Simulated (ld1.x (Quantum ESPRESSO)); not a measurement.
## Co (Z = 27): variants of one PAW potential

Base potential:

```
Element                 : Co (Z = 27)
Generator               : ld1.x (Quantum ESPRESSO) 7.5
Type                    : PAW
Functional              : PW91
Relativity              : scalar-relativistic
Frozen core             : [Ne]
Valence charge          : 17
Reference configuration : 3s2 3p6 3d7 4s2 4p0
Partial waves           : 3s (bound): rcut 1.05, rcutus 1.45 bohr; 4s (bound): rcut 1.05, rcutus 1.45 bohr; 3p (bound): rcut 1.25, rcutus 1.65 bohr; 4p (bound, empty): rcut 1.25, rcutus 1.65 bohr; 3d (bound): rcut 1.00, rcutus 1.40 bohr; 3d channel at 2.4 Ry: rcut 1.00, rcutus 1.40 bohr
Local potential         : all-electron potential smoothed inside 1.05 bohr (lloc = -1)
Core correction         : Bessel-smoothed model core inside 0.85 bohr
Augmentation charge     : PSQ, radius 1.00 bohr
```

All-electron outer shells of the reference configuration (PW91, scalar-relativistic, ld1.x):

```json
{"shell": "2s", "level (eV)": "-899.21", "outermost node (bohr)": "0.08", "outermost maximum (bohr)": "0.21"}
{"shell": "2p", "level (eV)": "-770.32", "outermost node (bohr)": "–", "outermost maximum (bohr)": "0.17"}
{"shell": "3s", "level (eV)": "-102.40", "outermost node (bohr)": "0.31", "outermost maximum (bohr)": "0.66"}
{"shell": "3p", "level (eV)": "-65.69", "outermost node (bohr)": "0.28", "outermost maximum (bohr)": "0.68"}
{"shell": "3d", "level (eV)": "-8.28", "outermost node (bohr)": "–", "outermost maximum (bohr)": "0.66"}
{"shell": "4s", "level (eV)": "-5.53", "outermost node (bohr)": "0.96", "outermost maximum (bohr)": "2.32"}
{"shell": "4p", "level (eV)": "-1.33", "outermost node (bohr)": "1.05", "outermost maximum (bohr)": "3.25"}
```

Cutoffs, loose and tight: the cutoffs (Ry, on a coarse ladder) from which the occupation-weighted sum of valence levels, in a spherical-Bessel basis at the reference potential, stays within 10 and 1 mRy of its value at 400 Ry. They do not see the model core or the augmentation charge, which bear on the density cutoff. Test errors are all-electron minus pseudo excitation energies from the reference, over the configurations 3s2 3p6 3d7 4s1 4p0; 3s2 3p6 3d7 4s0 4p0; 3s2 3p6 3d6 4s0 4p0; 3s2 3p6 3d7 4s1 4p1; 3s2 3p6 3d6 4s2 4p1; 3s2 3p6 3d6 4s2 4p0; 3s2 3p6 3d7.5 4s1.5 4p0. A dash means not determined; rows that change the core or the reference have their own tests. The largest error is taken over the tests solved by every variant that gives reliable tests at all: 3s2 3p6 3d6 4s0 4p0; 3s2 3p6 3d7 4s0 4p0; 3s2 3p6 3d7 4s1 4p0; 3s2 3p6 3d7 4s1 4p1.

Cutoffs are not given where the Bessel-basis levels miss the radial ones by over 6 mRy, ghosts where they miss by over 20 mRy; a channel whose overlap is not positive is not tested.

A file whose overlap is not positive is unfit for use, and its test errors describe a broken file.

```csv
change,outcome,bound ghosts,largest test error (meV)
base,"generated, overlap not positive",not determined (overlap not positive),-131
"waves 3d (bound): rcut 0.90, rcutus 0.96 bohr; 3d channel at 2.4 Ry: rcut 0.90, rcutus 0.96 bohr","generated, overlap not positive",not determined (overlap not positive),-125
"waves 3d (bound): rcut 0.98, rcutus 1.04 bohr; 3d channel at 2.4 Ry: rcut 0.98, rcutus 1.04 bohr","generated, overlap not positive",not determined (overlap not positive),-125
"waves 3d (bound): rcut 1.00, rcutus 1.30 bohr; 3d channel at 2.4 Ry: rcut 1.00, rcutus 1.30 bohr","generated, overlap not positive",not determined (overlap not positive),-131
"waves 3d (bound): rcut 1.00, rcutus 1.42 bohr; 3d channel at 2.4 Ry: rcut 1.00, rcutus 1.42 bohr","generated, overlap not positive",not determined (overlap not positive),-129
"waves 3d (bound): rcut 1.00, rcutus 1.56 bohr; 3d channel at 2.4 Ry: rcut 1.00, rcutus 1.56 bohr","generated, overlap not positive",not determined (overlap not positive),-106
"waves 3d (bound): rcut 1.00, rcutus 1.76 bohr; 3d channel at 2.4 Ry: rcut 1.00, rcutus 1.76 bohr","generated, overlap not positive",not determined (overlap not positive),-127
"waves 3d (bound): rcut 1.00, rcutus 1.88 bohr; 3d channel at 2.4 Ry: rcut 1.00, rcutus 1.88 bohr","generated, overlap not positive",not determined (overlap not positive),-128
"waves 3d (bound): rcut 1.00, rcutus 2.10 bohr; 3d channel at 2.4 Ry: rcut 1.00, rcutus 2.10 bohr","generated, overlap not positive",not determined (overlap not positive),-127
```
